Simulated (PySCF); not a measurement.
## Electronic structure of F²⁺ (fluorine, charge +2) at the UHF level

Configuration: [He] 2s1 2p3 3s1, high-spin 6S determinant (an excited configuration). All numbers are calculated (PySCF 2.14, the spin-free X2C one-electron Hamiltonian (Gaussian nucleus), in aug-cc-pVTZ-DK (5s4p3d2f, 46 functions)).

| Property | Result |
| --- | --- |
| Total energy | -95.983942 hartree |
| One-electron energy | -121.3079 hartree |
| Hartree (Coulomb) energy | 34.3825 hartree |
| Exchange energy | -9.0585 hartree |
| ⟨S²⟩ | 8.7500 |
| ⟨L²⟩ | 0.000 |
| Sum of ⟨r⟩ | 6.525 bohr |
| Sum of ⟨r²⟩ | 12.63 bohr² |
| Langevin diamagnetic susceptibility | -10.00 ×10⁻⁶ cm³/mol |

```csv
shell,electrons,mean orbital energy (hartree),"rms radius, mean of both spins (bohr)"
1s α,1,-28.87086,0.203
1s β,1,-28.54513,0.203
2s α,1,-3.77362,0.934
2p α,3,-2.87499,0.919
3s α,1,-0.84536,3.02
```

The outer electron is Rydberg-like, and this basis confines it to a smaller radius and binds it less than a complete one would.

Spin-orbit constants ζ (cm⁻¹) from the X2C one-electron operator on these orbitals: bare nucleus, nucleus screened by l(l+1)(2l+1)/3 electrons, and screened by the Breit-Pauli mean field of the electrons.

```csv
shell,bare,screened nucleus,mean field
2p,610.8,475.1,421.3
```
